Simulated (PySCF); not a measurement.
SnOF₂, SMILES [O]=[Sn]([F])[F]. Heavy atoms are numbered as in [Sn:1](=[O:2])([F:3])[F:4].

Geometry: B3LYP-D3(BJ)/def2-SVP. The def2 effective core potentials stand for the cores of Sn; spin–orbit coupling is left out.

Method: PySCF with PBE/def2-TZVPD.

Mulliken values depend strongly on the basis, most of all with diffuse functions as here. ESP charges are fitted to the potential on shells at 1.4 to 2.0 van der Waals radii. Atomic charges (e), one atom of each kind:

```csv
atom,Mulliken,ESP fit
Sn1,1.51,1.17
O2,-0.57,-0.52
F3,-0.47,-0.32
```
